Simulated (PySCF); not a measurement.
Geometries of 2 isomers of CH8GeN2OSi, from PySCF, PBE0-D3(BJ)/def2-SVP geometry optimisation, gas phase. One conformer each, no zero-point energy, no frequencies.

Question: Which is lower in electronic energy at this level?
A.
```xyz
14
angstrom
O      1.028    0.233   -1.313
C      1.927    0.356   -0.507
N      1.825   -0.042    0.786
Si     0.318   -0.844    1.320
N     -1.106    0.094    1.139
Ge    -2.035    0.381   -0.438
H      2.909    0.810   -0.782
H      2.628    0.109    1.385
H      0.585   -1.103    2.765
H      0.185   -2.103    0.542
H     -1.322    0.750    1.884
H     -1.573    1.657   -1.161
H     -1.851   -0.868   -1.305
H     -3.519    0.545   -0.037
```
B.
```xyz
14
angstrom
O      1.885    0.680    1.571
C      2.345    0.632    0.446
N      1.833   -0.162   -0.520
Ge     0.327   -1.176   -0.036
N     -0.987   -0.076    0.573
Si    -2.382    0.521   -0.268
H      3.225    1.245    0.138
H      2.237   -0.118   -1.449
H      0.773   -2.171    1.039
H     -0.143   -1.840   -1.338
H     -0.697    0.410    1.421
H     -2.188    1.862   -0.910
H     -3.546    0.644    0.664
H     -2.703   -0.461   -1.348
```

Answer: A. That is `O=CN[SiH2][NH][GeH3]`, 9.1 kcal/mol below the other.

```
                 SMILES                   atoms numbered as above       E (Eh)  relative (kcal/mol)  relative (kJ/mol)  dipole (D)
   O=CN[SiH2][NH][GeH3]  [O:1]=[CH:2][NH:3][SiH2:4][NH:5][GeH3:6]  -2593.05828                  0.0                0.0        3.30
O=C[NH][GeH2][NH][SiH3]  [O:1]=[CH:2][NH:3][GeH2:4][NH:5][SiH3:6]  -2593.04376                  9.1               38.1        2.90
```
